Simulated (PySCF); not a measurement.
PySCF job for C₅H₆O₂, SMILES C[C@H]1OC=CC1=O, TDA-PBE/def2-SVPD. Geometry optimised at B3LYP-D3(BJ)/def2-SVP. The structure was generated by enumeration; whether it is a known compound was not checked. One conformer was computed; it need not be the lowest.

```python
import numpy as np
from pyscf import gto, scf, dft, tdscf

mol = gto.M(
    atom='''
    C    -1.83661778   -0.59555561   -0.54600850
    C    -0.67618849   -0.35035851    0.39666032
    O     0.29745435   -1.41700077    0.30943285
    C     1.48064366   -0.86262172    0.00964961
    C     1.48625238    0.48407182   -0.13832378
    C     0.11215520    0.93711169    0.07551748
    O    -0.37806587    2.04474703    0.01461649
    H    -2.51116325    0.27228042   -0.49711005
    H    -2.39157009   -1.50408309   -0.27114822
    H    -1.47588107   -0.69662222   -1.58090429
    H    -1.01580705   -0.31079297    1.44551240
    H     2.30593627   -1.57212804   -0.08304872
    H     2.33590749    1.11348977   -0.39066660
    ''',
    basis='def2-SVPD',
    charge=0,
    spin=0,
    max_memory=1600,
    verbose=4,
)
mf = dft.RKS(mol, xc='pbe').density_fit(auxbasis='def2-universal-jkfit')
mf.grids.level = 3
mf.conv_tol = 1e-9
mf.max_cycle = 100
mf.kernel()
mf.grids = dft.Grids(mol).set(level=1).build(with_non0tab=True)  # coarser grid for the response kernel
td = tdscf.TDA(mf)
td.singlet = True
td.nstates = 10
td.conv_tol = 1e-4
td.positive_eig_threshold = 1e-6
td.kernel(x0=td.get_init_guess(mf, 15))
td.analyze()
tt = tdscf.TDA(mf)
tt.singlet = False
tt.nstates = 4
tt.conv_tol = 1e-4
tt.positive_eig_threshold = 1e-6
tt.kernel(x0=tt.get_init_guess(mf, 9))
tt.analyze(verbose=3)
```

Program output:

```
PySCF version 2.14.0

[INPUT] verbose = 4
[INPUT] num. atoms = 13
[INPUT] num. electrons = 52
[INPUT] charge = 0
[INPUT] spin (= nelec alpha-beta = 2S) = 0
[INPUT] symmetry False subgroup None
[INPUT] Mole.unit = angstrom
[INPUT] Symbol           X                Y                Z      unit          X                Y                Z       unit  Magmom
[INPUT]  1 C     -1.836617780000  -0.595555610000  -0.546008500000 AA   -3.470704599707  -1.125436994848  -1.031806526685 Bohr   0.0
[INPUT]  2 C     -0.676188490000  -0.350358510000   0.396660320000 AA   -1.277811054683  -0.662081629311   0.749579369282 Bohr   0.0
[INPUT]  3 O      0.297454350000  -1.417000770000   0.309432850000 AA    0.562107256061  -2.677743373598   0.584743340444 Bohr   0.0
[INPUT]  4 C      1.480643660000  -0.862621720000   0.009649610000 AA    2.798011005474  -1.630118799901   0.018235120109 Bohr   0.0
[INPUT]  5 C      1.486252380000   0.484071820000  -0.138323780000 AA    2.808609950183   0.914763164420  -0.261394060715 Bohr   0.0
[INPUT]  6 C      0.112155200000   0.937111690000   0.075517480000 AA    0.211942611446   1.770884442228   0.142707354817 Bohr   0.0
[INPUT]  7 O     -0.378065870000   2.044747030000   0.014616490000 AA   -0.714440951345   3.864011880718   0.027621163002 Bohr   0.0
[INPUT]  8 H     -2.511163250000   0.272280420000  -0.497110050000 AA   -4.745410796573   0.514535422882  -0.939401848269 Bohr   0.0
[INPUT]  9 H     -2.391570090000  -1.504083090000  -0.271148220000 AA   -4.519412477801  -2.842305108690  -0.512395874963 Bohr   0.0
[INPUT] 10 H     -1.475881070000  -0.696622220000  -1.580904290000 AA   -2.789011014730  -1.316425208087  -2.987476137250 Bohr   0.0
[INPUT] 11 H     -1.015807050000  -0.310792970000   1.445512400000 AA   -1.919597119902  -0.587313594740   2.731622545663 Bohr   0.0
[INPUT] 12 H      2.305936270000  -1.572128040000  -0.083048720000 AA    4.357588011001  -2.970891428349  -0.156939335796 Bohr   0.0
[INPUT] 13 H      2.335907490000   1.113489770000  -0.390666600000 AA    4.414225408420   2.104190707805  -0.738252880015 Bohr   0.0

nuclear repulsion = 294.684062918066
number of shells = 82
number of NR pGTOs = 276
number of NR cGTOs = 194
basis = def2-SVPD
ecp = {}


[settings echo left out]
init E= -344.720420657856
  HOMO = -0.301078736552535  LUMO = -0.136030135280552  gap/eV = 4.49120
cycle= 1 E= -343.749214305213  delta_E= 0.971  |g|= 0.95  |ddm|= 5.81
  HOMO = -0.0309764470296643  LUMO = -0.0250878817574409  gap/eV = 0.16024
cycle= 2 E= -340.920846373154  delta_E= 2.83  |g|=    3  |ddm|= 4.14
  HOMO = -0.174944142403169  LUMO = -0.0636978498025935  gap/eV = 3.02717
cycle= 3 E= -343.658258454361  delta_E= -2.74  |g|= 1.03  |ddm|=    4
  HOMO = -0.204372173423277  LUMO = -0.0744534651159414  gap/eV = 3.53527
cycle= 4 E= -343.927171036028  delta_E= -0.269  |g|= 0.228  |ddm|= 1.55
  HOMO = -0.223234409082073  LUMO = -0.0947352277074085  gap/eV = 3.49664
cycle= 5 E= -343.914736374712  delta_E= 0.0124  |g|= 0.318  |ddm|= 0.731
  HOMO = -0.2107749116828  LUMO = -0.0904692135188285  gap/eV = 3.27368
cycle= 6 E= -343.938513632905  delta_E= -0.0238  |g|= 0.0529  |ddm|= 0.471
  HOMO = -0.207638511127586  LUMO = -0.0857295400639284  gap/eV = 3.31731
cycle= 7 E= -343.939203657867  delta_E= -0.00069  |g|= 0.0145  |ddm|= 0.0917
  HOMO = -0.20934019817717  LUMO = -0.0867404350494678  gap/eV = 3.33611
cycle= 8 E= -343.939259102585  delta_E= -5.54e-05  |g|= 0.00236  |ddm|= 0.0314
  HOMO = -0.209511464618612  LUMO = -0.0868848357473797  gap/eV = 3.33684
cycle= 9 E= -343.939260016369  delta_E= -9.14e-07  |g|= 0.00144  |ddm|= 0.00688
  HOMO = -0.209428024664272  LUMO = -0.0868107382984253  gap/eV = 3.33659
cycle= 10 E= -343.939260500041  delta_E= -4.84e-07  |g|= 0.000394  |ddm|= 0.00255
  HOMO = -0.209419697326944  LUMO = -0.0868141555146296  gap/eV = 3.33627
cycle= 11 E= -343.939260532428  delta_E= -3.24e-08  |g|= 0.000146  |ddm|= 0.000748
  HOMO = -0.209420820417942  LUMO = -0.0868135848404616  gap/eV = 3.33631
cycle= 12 E= -343.939260536825  delta_E= -4.4e-09  |g|= 4.55e-05  |ddm|= 0.000255
  HOMO = -0.209418746993179  LUMO = -0.0868150840927022  gap/eV = 3.33622
cycle= 13 E= -343.939260537277  delta_E= -4.52e-10  |g|= 2.54e-05  |ddm|= 0.000109
  HOMO = -0.209423274079225  LUMO = -0.0868135376295203  gap/eV = 3.33638
Extra cycle  E= -343.93926053616  delta_E= 1.12e-09  |g|= 7.25e-05  |ddm|= 0.000126
converged SCF energy = -343.93926053616
tot grids = 51096
Overwritten attributes  positive_eig_threshold  of <class 'pyscf.tdscf.rks.TDA'>


******** <class 'pyscf.tdscf.rks.TDA'> for <class 'pyscf.df.df_jk.DFRKS'> ********
nstates = 10 singlet
deg_eia_thresh = 1.000e-03
wfnsym = None
conv_tol = 0.0001
eigh lindep = 1e-12
eigh level_shift = 0
eigh max_cycle = 100


Excitation energies (eV)
[3.49588869 5.32248232 5.72735624 6.03340028 6.32896202 6.3620903
 6.6140016  6.8235038  6.83858007 6.89757742]

** Singlet excitation energies and oscillator strengths **
Excited State   1:      3.49589 eV    354.66 nm  f=0.0004
      26 -> 27        0.70639
Excited State   2:      5.32248 eV    232.94 nm  f=0.1803
      25 -> 27       -0.63448
      25 -> 28        0.15575
      26 -> 28        0.14229
Excited State   3:      5.72736 eV    216.48 nm  f=0.0122
      25 -> 27       -0.12157
      26 -> 28       -0.68898
Excited State   4:      6.03340 eV    205.50 nm  f=0.0046
      26 -> 29        0.70026
Excited State   5:      6.32896 eV    195.90 nm  f=0.0093
      25 -> 28        0.26647
      25 -> 29       -0.16329
      26 -> 30        0.63108
Excited State   6:      6.36209 eV    194.88 nm  f=0.0165
      25 -> 27       -0.10383
      25 -> 28       -0.50385
      25 -> 29        0.35951
      26 -> 30        0.30987
Excited State   7:      6.61400 eV    187.46 nm  f=0.0043
      26 -> 31        0.70432
Excited State   8:      6.82350 eV    181.70 nm  f=0.0176
      24 -> 27       -0.19061
      25 -> 28       -0.13652
      25 -> 29       -0.26180
      25 -> 30        0.56092
      26 -> 32       -0.20337
Excited State   9:      6.83858 eV    181.30 nm  f=0.0029
      24 -> 27        0.20973
      26 -> 32       -0.64721
Excited State  10:      6.89758 eV    179.75 nm  f=0.0374
      21 -> 27        0.10646
      22 -> 27        0.31995
      24 -> 27        0.47841
      25 -> 30        0.31195
      25 -> 31       -0.10117
      26 -> 32        0.18425

** Transition electric dipole moments (AU) **
state          X           Y           Z        Dip. S.      Osc.
  1         0.0023     -0.0142     -0.0673      0.0047      0.0004
  2        -0.2906      1.1367     -0.0795      1.3827      0.1803
  3         0.0367      0.2784     -0.0881      0.0866      0.0122
  4         0.1120      0.1342     -0.0201      0.0310      0.0046
  5         0.0894     -0.2139     -0.0807      0.0602      0.0093
  6         0.0458      0.2850      0.1509      0.1061      0.0165
  7         0.0921     -0.0216     -0.1323      0.0265      0.0043
  8         0.1108      0.2241     -0.2068      0.1053      0.0176
  9         0.1298      0.0171      0.0070      0.0172      0.0029
 10        -0.4569      0.0941      0.0603      0.2212      0.0374

** Transition velocity dipole moments (imaginary part, AU) **
state          X           Y           Z        Dip. S.      Osc.
  1        -0.0035     -0.0035     -0.0012      0.0000      0.0001
  2         0.0111     -0.1033      0.0193      0.0112      0.0381
  3         0.0197     -0.0166      0.0078      0.0007      0.0023
  4         0.0188      0.0118     -0.0180      0.0008      0.0025
  5         0.0207     -0.0213     -0.0282      0.0017      0.0048
  6         0.0130     -0.0226      0.0421      0.0025      0.0070
  7         0.0208      0.0029     -0.0226      0.0010      0.0026
  8         0.0028     -0.0039     -0.0444      0.0020      0.0053
  9         0.0589      0.0485     -0.0179      0.0061      0.0163
 10        -0.0567     -0.0220     -0.0289      0.0045      0.0119

** Transition magnetic dipole moments (imaginary part, AU) **
state          X           Y           Z
  1        -0.4633      0.5766      0.0359
  2        -0.1338     -0.1955     -0.7984
  3         0.0666      0.2003     -0.0206
  4         0.1646     -0.6400      0.1194
  5         0.2605     -0.4979      0.4573
  6        -0.0935      0.1781     -0.0134
  7         0.1571     -0.1108      0.0934
  8         0.1490     -0.1208      0.0512
  9         0.1210      0.1831      0.7664
 10        -0.1516      0.0435     -0.1585


******** <class 'pyscf.tdscf.rks.TDA'> for <class 'pyscf.df.df_jk.DFRKS'> ********
nstates = 4 triplet
deg_eia_thresh = 1.000e-03
wfnsym = None
conv_tol = 0.0001
eigh lindep = 1e-12
eigh level_shift = 0
eigh max_cycle = 100


Excitation energies (eV)
[3.11824501 3.40834504 5.58469574 5.7442605 ]

** Triplet excitation energies and oscillator strengths **
Excited State   1:      3.11825 eV    397.61 nm  f=0.0000
Excited State   2:      3.40835 eV    363.77 nm  f=0.0000
Excited State   3:      5.58470 eV    222.01 nm  f=0.0000
Excited State   4:      5.74426 eV    215.84 nm  f=0.0000
```

The calculation finished and met its thresholds.
